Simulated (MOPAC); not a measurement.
MOPAC input (AM1):

```
AM1 1SCF UHF MS=0.5 GEO-OK AUX(PRECISION=9) THREADS=1
C3H8GeI

C    -0.01550200 1    1.83045000 1    1.65316600 1
Ge   -0.26807900 1    0.02078500 1    1.07032200 1
C    -2.14297300 1   -0.53468900 1    1.15737500 1
C     0.96217700 1   -1.22287000 1    1.94847300 1
I     0.36795800 1    0.00783800 1   -1.43746000 1
H     0.95180800 1    2.19345400 1    1.97881200 1
H    -0.78930600 1    2.57933000 1    1.53523000 1
H    -2.46638600 1   -0.57221800 1    2.19868600 1
H    -2.76576000 1    0.17438800 1    0.61443100 1
H    -2.25826200 1   -1.52047500 1    0.70984500 1
H     1.98793800 1   -0.87915400 1    1.82552800 1
H     0.86633200 1   -2.21296600 1    1.50589600 1
H     0.72817200 1   -1.28021400 1    3.01256200 1
```

Output:

```
 *******************************************************************************
 **                                                                           **
 **                              MOPAC v23.2.5                                **
 **                                                                           **
 *******************************************************************************
 ** MOPAC's Digital Object Identifier: https://doi.org/10.5281/zenodo.6511958 **
 **                                                                           **
 ** Please cite the open-source release paper for use of this MOPAC version:  **
 ** J. E. Moussa and J. J. P. Stewart (2026)                                  **
 ** MOPAC: An open-source semiempirical molecular orbital program             **
 ** J. Open Source Softw., 11(119), 8025, https://doi.org/10.21105/joss.08025 **
 *******************************************************************************

                              AM1 CALCULATION RESULTS

 *******************************************************************************
 *  AM1        - The AM1 Hamiltonian to be used
 *  GEO-OK     - OVERRIDE INTERATOMIC DISTANCE AND OTHER SAFETY CHECKS
 *  UHF        - UNRESTRICTED HARTREE-FOCK CALCULATION
 *  MS=        - IN MECI, MAGNETIC COMPONENT OF SPIN =  0.5
 *  1SCF       - DO 1 SCF AND THEN STOP
 *  AUX        - OUTPUT AUXILIARY INFORMATION
 *******************************************************************************
AM1 1SCF UHF MS=0.5 GEO-OK AUX(PRECISION=9) THREADS=1
 C3H8GeI

   ATOM   CHEMICAL          X               Y               Z
  NUMBER   SYMBOL      (ANGSTROMS)     (ANGSTROMS)     (ANGSTROMS)

     1       C         -0.01550200  *   1.83045000  *   1.65316600  *
     2      Ge         -0.26807900  *   0.02078500  *   1.07032200  *
     3       C         -2.14297300  *  -0.53468900  *   1.15737500  *
     4       C          0.96217700  *  -1.22287000  *   1.94847300  *
     5       I          0.36795800  *   0.00783800  *  -1.43746000  *
     6       H          0.95180800  *   2.19345400  *   1.97881200  *
     7       H         -0.78930600  *   2.57933000  *   1.53523000  *
     8       H         -2.46638600  *  -0.57221800  *   2.19868600  *
     9       H         -2.76576000  *   0.17438800  *   0.61443100  *
    10       H         -2.25826200  *  -1.52047500  *   0.70984500  *
    11       H          1.98793800  *  -0.87915400  *   1.82552800  *
    12       H          0.86633200  *  -2.21296600  *   1.50589600  *
    13       H          0.72817200  *  -1.28021400  *   3.01256200  *

          CARTESIAN COORDINATES

    NO.       ATOM           X           Y           Z

     1         C         -0.0155      1.8304      1.6532
     2        Ge         -0.2681      0.0208      1.0703
     3         C         -2.1430     -0.5347      1.1574
     4         C          0.9622     -1.2229      1.9485
     5         I          0.3680      0.0078     -1.4375
     6         H          0.9518      2.1935      1.9788
     7         H         -0.7893      2.5793      1.5352
     8         H         -2.4664     -0.5722      2.1987
     9         H         -2.7658      0.1744      0.6144
    10         H         -2.2583     -1.5205      0.7098
    11         H          1.9879     -0.8792      1.8255
    12         H          0.8663     -2.2130      1.5059
    13         H          0.7282     -1.2802      3.0126

  H: (AM1): M.J.S. DEWAR ET AL, J. AM. CHEM. SOC. 107 3902-3909 (1985)
  C: (AM1): M.J.S. DEWAR ET AL, J. AM. CHEM. SOC. 107 3902-3909 (1985)
 Ge: (AM1): M.J.S.Dewar and C.Jie, Organometallics, 8, 1544, (1989)
  I: (AM1): M.J.S. DEWAR AND E. G. ZOEBISCH, THEOCHEM, 180, 1 (1988).

           Empirical Formula: C3 H8 Ge I  =    13 atoms

      MOLECULAR POINT GROUP   :   Cs

          UHF CALCULATION, NO. OF ALPHA ELECTRONS =   16
                           NO. OF BETA  ELECTRONS =   15

 -------------------------------------------------------------------------------
 AM1 1SCF UHF MS=0.5 GEO-OK AUX(PRECISION=9) THREADS=1
 C3H8GeI

     1SCF WAS SPECIFIED, SO BFGS WAS NOT USED
     SCF FIELD WAS ACHIEVED

                              AM1 CALCULATION
                                                       MOPAC v23.2.5 Linux

          FINAL HEAT OF FORMATION =         25.87544 KCAL/MOL =     108.26285 KJ/MOL

          COSMO AREA              =        160.29 SQUARE ANGSTROMS
          COSMO VOLUME            =        161.57 CUBIC ANGSTROMS

          IONIZATION POTENTIAL    =         10.049042 EV
          ALPHA SOMO LUMO (EV)    =        -10.049 -1.582
          BETA  SOMO LUMO (EV)    =        -10.212 -1.485
          NO. OF ALPHA ELECTRONS  =         16
          NO. OF BETA  ELECTRONS  =         15
          MOLECULAR WEIGHT        =        243.5907         POINT GROUP:  Cs

          MOLECULAR DIMENSIONS (Angstroms)

            Atom       Atom       Distance
            H    12    H     7     5.07032
            H     8    I     5     4.62957
            H     6    H     9     4.11844

          SCF CALCULATIONS        =          1

   ATOM   CHEMICAL          X               Y               Z
  NUMBER   SYMBOL      (ANGSTROMS)     (ANGSTROMS)     (ANGSTROMS)

     1       C         -0.01550200  *   1.83045000  *   1.65316600  *
     2      Ge         -0.26807900  *   0.02078500  *   1.07032200  *
     3       C         -2.14297300  *  -0.53468900  *   1.15737500  *
     4       C          0.96217700  *  -1.22287000  *   1.94847300  *
     5       I          0.36795800  *   0.00783800  *  -1.43746000  *
     6       H          0.95180800  *   2.19345400  *   1.97881200  *
     7       H         -0.78930600  *   2.57933000  *   1.53523000  *
     8       H         -2.46638600  *  -0.57221800  *   2.19868600  *
     9       H         -2.76576000  *   0.17438800  *   0.61443100  *
    10       H         -2.25826200  *  -1.52047500  *   0.70984500  *
    11       H          1.98793800  *  -0.87915400  *   1.82552800  *
    12       H          0.86633200  *  -2.21296600  *   1.50589600  *
    13       H          0.72817200  *  -1.28021400  *   3.01256200  *

                             CARTESIAN COORDINATES

   1    C       -0.015502000     1.830450000     1.653166000
   2   Ge       -0.268079000     0.020785000     1.070322000
   3    C       -2.142973000    -0.534689000     1.157375000
   4    C        0.962177000    -1.222870000     1.948473000
   5    I        0.367958000     0.007838000    -1.437460000
   6    H        0.951808000     2.193454000     1.978812000
   7    H       -0.789306000     2.579330000     1.535230000
   8    H       -2.466386000    -0.572218000     2.198686000
   9    H       -2.765760000     0.174388000     0.614431000
  10    H       -2.258262000    -1.520475000     0.709845000
  11    H        1.987938000    -0.879154000     1.825528000
  12    H        0.866332000    -2.212966000     1.505896000
  13    H        0.728172000    -1.280214000     3.012562000

           Empirical Formula: C3 H8 Ge I  =    13 atoms

      MOLECULAR POINT GROUP   :   Cs

          ALPHA EIGENVALUES
 -31.58783 -28.61220 -28.28506 -27.29375 -14.45569 -14.27640 -14.18225 -13.82500
 -13.72204 -12.87417 -12.15848 -11.90967 -11.52538 -10.33178 -10.31404 -10.04904
  -1.58244   0.29365   0.45733   1.75498   4.26645   4.27473   4.28465   4.29272
   4.40559   4.46368   4.90734   4.96514

           BETA EIGENVALUES
 -31.34612 -28.31852 -28.25570 -25.57127 -14.23665 -14.19652 -14.15581 -13.81841
 -13.63942 -12.44980 -11.95741 -11.87881 -10.86973 -10.21273 -10.21202  -1.48483
   0.45974   0.58446   1.08613   1.93719   4.27539   4.28436   4.29774   4.30314
   4.83906   4.90762   4.98486   5.07558

              NET ATOMIC CHARGES AND DIPOLE CONTRIBUTIONS

  ATOM NO.   TYPE          CHARGE      No. of ELECS.   s-Pop       p-Pop
    1          C          -0.435657        4.4357     1.34555     3.09010
    2         Ge           0.675892        3.3241     0.78060     2.54351
    3          C          -0.412539        4.4125     1.25227     3.16027
    4          C          -0.412539        4.4125     1.25227     3.16027
    5          I          -0.160165        7.1602     1.98000     5.18017
    6          H           0.109180        0.8908     0.89082
    7          H           0.109180        0.8908     0.89082
    8          H           0.084757        0.9152     0.91524
    9          H           0.089865        0.9101     0.91014
   10          H           0.088703        0.9113     0.91130
   11          H           0.089865        0.9101     0.91014
   12          H           0.088703        0.9113     0.91130
   13          H           0.084757        0.9152     0.91524
 DIPOLE           X         Y         Z       TOTAL
 POINT-CHG.    -0.332    -0.432     0.929     1.077
 HYBRID        -0.264     0.258     1.259     1.312
 SUM           -0.596    -0.174     2.188     2.274

          ATOMIC ORBITAL ELECTRON POPULATIONS

     Atom    s        px        py        pz
    1  C   1.34555   1.03045   1.06063   0.99902
    2 Ge   0.78060   0.87352   0.83191   0.83807
    3  C   1.25227   1.07032   1.04774   1.04221
    4  C   1.25227   1.05429   1.05552   1.05046
    5  I   1.98000   1.94902   1.99634   1.23481
    6  H   0.89082
    7  H   0.89082
    8  H   0.91524
    9  H   0.91014
   10  H   0.91130
   11  H   0.91014
   12  H   0.91130
   13  H   0.91524

                    (SZ)    =    0.500000
                    (S**2)  =    0.797851

          ATOMIC ORBITAL SPIN POPULATIONS

    Atom   Total    s     px     py     pz
         Atomic
    1  C  1.2009  0.070  0.133  0.124  0.873
    2 Ge -0.2958 -0.059 -0.026 -0.077 -0.133
    3  C  0.0257  0.003  0.018  0.003  0.002
    4  C  0.0257  0.003  0.009  0.009  0.005
    5  I  0.1714 -0.002  0.009  0.000  0.165
    6  H -0.0578 -0.058
    7  H -0.0578 -0.058
    8  H -0.0025 -0.002
    9  H -0.0017 -0.002
   10  H -0.0020 -0.002
   11  H -0.0017 -0.002
   12  H -0.0020 -0.002
   13  H -0.0025 -0.002

 **********************
 *                    *
 * JOB ENDED NORMALLY *
 *                    *
 **********************

 == MOPAC DONE ==
```

The geometry given is a B3LYP-D3(BJ)/def2-TZVP minimum.
